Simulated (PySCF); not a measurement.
CdH₂. Atoms are numbered in the order given.

```xyz
3

Cd     0.0000     0.0000     0.0000
H      0.0000     0.0000    -1.6773
H      0.0000     0.0000     1.6773
```
Charge 0, spin multiplicity 1.

Coordinates come from a PBE0-D3(BJ)/def2-TZVPD optimisation. The def2 effective core potentials stand for the cores of Cd; spin–orbit coupling is left out.

The numbers are results of TDA-LC-ωPBE/def2-TZVPD run with PySCF, not measurements.

Vertical excitations; the highest root listed may be one member of a degenerate set. The molecule is in vacuum. State labels are in the subgroup D2h.

```json
[
 {"state": "S1", "symmetry": "B2g", "energy (eV)": "6.17", "λ (nm)": "201", "f": "0.000", "main pairs": "HOMO→LUMO+1 (degenerate set)"},
 {"state": "S2", "symmetry": "B3g", "energy (eV)": "6.17", "λ (nm)": "201", "f": "0.000", "main pairs": "HOMO→LUMO (degenerate set)"},
 {"state": "S3", "symmetry": "B3u", "energy (eV)": "8.24", "λ (nm)": "151", "f": "0.580", "main pairs": "HOMO−1→LUMO+1 (degenerate set)"},
 {"state": "S4", "symmetry": "B2u", "energy (eV)": "8.24", "λ (nm)": "151", "f": "0.580", "main pairs": "HOMO−1→LUMO (degenerate set)"},
 {"state": "S5", "symmetry": "B1u", "energy (eV)": "8.95", "λ (nm)": "139", "f": "1.326", "main pairs": "HOMO→LUMO+2 53 %, HOMO→LUMO+3 39 %"},
 {"state": "S6", "symmetry": "B1u", "energy (eV)": "9.43", "λ (nm)": "131", "f": "0.000", "main pairs": "HOMO→LUMO+3 53 %, HOMO→LUMO+2 42 %"},
 {"state": "S7", "symmetry": "Ag", "energy (eV)": "9.50", "λ (nm)": "130", "f": "0.000", "main pairs": "HOMO−1→LUMO+2 76 %, HOMO→LUMO+4 15 %"},
 {"state": "S8", "symmetry": "Ag", "energy (eV)": "10.44", "λ (nm)": "119", "f": "0.000", "main pairs": "HOMO→LUMO+4 66 %, HOMO−1→LUMO+2 22 %, HOMO−1→LUMO+3 12 %"},
 {"state": "S9", "symmetry": "B3u", "energy (eV)": "11.07", "λ (nm)": "112", "f": "0.381", "main pairs": "HOMO→LUMO+5 (degenerate set)"},
 {"state": "S10", "symmetry": "B2u", "energy (eV)": "11.07", "λ (nm)": "112", "f": "0.381", "main pairs": "HOMO→LUMO+6 (degenerate set)"},
 {"state": "T1", "symmetry": "B3g", "energy (eV)": "5.66", "λ (nm)": "219", "f": "0", "main pairs": "HOMO→LUMO (degenerate set)"},
 {"state": "T2", "symmetry": "B2g", "energy (eV)": "5.66", "λ (nm)": "219", "f": "0", "main pairs": "HOMO→LUMO+1 (degenerate set)"},
 {"state": "T3", "symmetry": "B1u", "energy (eV)": "6.32", "λ (nm)": "196", "f": "0", "main pairs": "HOMO→LUMO+2 85 %"},
 {"state": "T4", "symmetry": "B3u", "energy (eV)": "6.62", "λ (nm)": "187", "f": "0", "main pairs": "HOMO−1→LUMO+1 90 %"}
]
```
Triplets are in the Tamm–Dancoff approximation.
